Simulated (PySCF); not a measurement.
# Carbon: a sound run and one with changed settings

Sound run: C⁺ [He] 2s2 2p1, C²⁺ [He] 2s2. All numbers are calculated (PySCF 2.14, no relativity, point nucleus, in cc-pVDZ (3s2p1d, 14 functions)). In the sound run the correlated levels freeze 1s2. The sound run starts from symmetry-adapted Hartree-Fock orbitals and uses a fine grid where one is needed.

Changed run: basis STO-3G. This setting is unsound on purpose.

```json
{"species": "C⁺", "method": "UHF", "sound run (hartree)": "-37.28953", "changed run (hartree)": "-36.87037", "converged": "yes"}
{"species": "C⁺", "method": "MN15", "sound run (hartree)": "-37.38636", "changed run (hartree)": "-36.76974", "converged": "yes"}
{"species": "C⁺", "method": "M06-L", "sound run (hartree)": "-37.41867", "changed run (hartree)": "-36.98167", "converged": "yes"}
{"species": "C⁺", "method": "MP2", "sound run (hartree)": "-37.33082", "changed run (hartree)": "-36.89090", "converged": "yes"}
{"species": "C⁺", "method": "CCSD(T)", "sound run (hartree)": "-37.35689", "changed run (hartree)": "-36.91145", "converged": "yes"}
{"species": "C²⁺", "method": "UHF", "sound run (hartree)": "-36.40060", "changed run (hartree)": "-35.97831", "converged": "yes"}
{"species": "C²⁺", "method": "MN15", "sound run (hartree)": "-36.48709", "changed run (hartree)": "-35.86918", "converged": "yes"}
{"species": "C²⁺", "method": "M06-L", "sound run (hartree)": "-36.50638", "changed run (hartree)": "-36.05988", "converged": "yes"}
{"species": "C²⁺", "method": "MP2", "sound run (hartree)": "-36.44003", "changed run (hartree)": "-36.01050", "converged": "yes"}
{"species": "C²⁺", "method": "CCSD(T)", "sound run (hartree)": "-36.47258", "changed run (hartree)": "-36.04086", "converged": "yes"}
```

Ionisation energy of C⁺:

```csv
method,sound run (eV),changed run (eV)
UHF,24.189,24.274
MN15,24.470,24.505
M06-L,24.825,25.083
MP2,24.240,23.957
SCS-MP2,24.193,23.893
CCSD,24.046,23.690
CCSD(T),24.063,23.690
```

A minimal basis cannot let orbitals breathe on ionisation and holds almost no correlation.

For comparison, NIST gives 24.383 eV between the lowest levels.
